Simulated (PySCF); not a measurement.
**One reaction down a group: F, Cl, I**

The same gas-phase reaction for F, Cl, I:
- HfF4 + 2 O → HfO2 + 2 F2
- HfCl4 + 2 O → HfO2 + 2 Cl2
- HfI4 + 2 O → HfO2 + 2 I2

Method: PySCF energies plus ideal-gas RRHO corrections (1 bar). † marks an energy on the PBE0/def2-TZVP geometry and frequencies; other levels use their own. Open shells (unrestricted): O (multiplicity 3, electronic degeneracy 9); the rest are closed-shell singlets. Spin-orbit splitting is ignored; it lowers the true energy and changes the entropy of O. B3LYP is the form with VWN-RPA correlation. Hf, I: scalar-relativistic def2 core potential, no spin-orbit coupling. The harmonic model lacks anharmonicity and excited electronic states, which grow with temperature; levels with a mode under 35 cm⁻¹ are left out. Soft modes under 120 cm⁻¹ make the harmonic entropy rough for HfCl4, HfI4.

ΔH°(298 K) in kJ, by level:

| level | F | Cl | I |
|---|---|---|---|
| ωB97M-V/def2-TZVP† | 1004.1 | 209.2 | -193.1 |
| B3LYP/def2-TZVP† | 978.0 | 170.7 | -244.1 |
| r2SCAN/def2-TZVP† | 968.6 | 191.6 | -213.4 |
| PBE/def2-SVP | 844.3 | 100.0 | -337.7 |
| HF/def2-TZVP† | 1610.2 | 775.9 | 336.2 |
| BLYP/def2-TZVP† | 862.4 | 66.9 | -343.9 |
| PBE0/def2-QZVP† | 997.3 | 186.0 | -210.0 |
| LDA/def2-TZVP† | 727.0 | -71.0 | -440.8 |

At ωB97M-V/def2-TZVP†, ΔH° falls from F to I, over a range of 1197.2 kJ; the steps are -794.9, -402.3 kJ. 8 of the 8 levels shown give the same order. The levels scatter most for F (883.2 kJ between the highest and the lowest) and least for I (777.0 kJ). ΔS°(298 K) runs from 19.8 to 28.1 J/K, so TΔS° at 298 K spreads over 2.5 kJ among the members, against 1197.2 kJ for ΔH°.

Free energies at ωB97M-V/def2-TZVP†:

```tsv
member	ΔS°(298 K), J/K	ΔG°(298 K), kJ	ΔG°(1800 K), kJ	ΔG° changes sign
F	28.1	996	992	none from 298 to 2500 K
Cl	23.1	202	207	none from 298 to 2500 K
I	19.8	-199	-189	none from 298 to 2500 K
```

The NASA 1993 table holds none of these reactions whole; the comparison is among the levels.
